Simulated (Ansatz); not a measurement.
Relaxation of H$_{8}$O$_{2}$Si$_{2}$ (12 atoms, charge 0, multiplicity 1), to a largest force component of 0.03 eV/Å in at most 50 steps.

The calculation used RHF/def2-SVP in Ansatz 0.2.0.

```xyz
12
Properties=species:S:1:pos:R:3
Si -0.127 0.366 -0.030
O -0.346 0.247 1.627
H -1.108 0.650 2.015
H 1.306 0.490 -0.332
H -0.817 1.610 -0.465
H -0.748 -0.751 -0.768
O 1.127 -2.037 0.975
Si 0.602 -3.603 0.812
H 1.075 -4.089 -0.503
H 1.148 -4.468 1.891
H -0.880 -3.676 0.872
H 0.910 -1.565 1.795
```

Q: Where does it end, and by what steps?

A: It converged. The force dipped under the threshold on the way, but the program's further checks kept it going. After 36 steps the energy has fallen by 0.139 eV; H9 moved furthest, 1.82 Å.

| step | energy less start (eV) | largest force component (eV/Å) | accepted |
| --- | --- | --- | --- |
| 0 | 0.0000 | 1.195 | yes |
| 2 | -0.0551 | 0.303 | yes |
| 4 | -0.0769 | 0.235 | yes |
| 6 | -0.0946 | 0.043 | yes |
| 8 | -0.0983 | 0.077 | yes |
| 10 | -0.1021 | 0.201 | yes |
| 12 | -0.1097 | 0.031 | yes |
| 14 | -0.1133 | 0.145 | yes |
| 16 | -0.1167 | 0.054 | yes |
| 18 | -0.1197 | 0.081 | yes |
| 20 | -0.1223 | 0.066 | yes |
| 22 | -0.1252 | 0.090 | yes |
| 24 | -0.1278 | 0.075 | yes |
| 26 | -0.1297 | 0.296 | yes |
| 28 | -0.1339 | 0.062 | yes |
| 30 | -0.1310 | 0.264 | no |
| 32 | -0.1365 | 0.011 | yes |
| 34 | -0.1362 | 0.191 | no |
| 36 | -0.1389 | 0.009 | yes |

```xyz
12
Properties=species:S:1:pos:R:3
Si -0.448 0.896 -0.108
O -0.144 -0.187 1.123
H -0.635 -0.131 1.928
H 0.609 0.693 -1.112
H -0.414 2.280 0.414
H -1.780 0.647 -0.702
O 1.614 -2.490 1.045
Si 0.747 -3.883 1.051
H 1.696 -5.009 0.942
H -0.039 -4.035 2.303
H -0.213 -3.945 -0.081
H 1.151 -1.661 1.087
```

Run time: 40 s on 2 threads of Arm Neoverse V1 (shared host), peak memory 0.2 GiB.
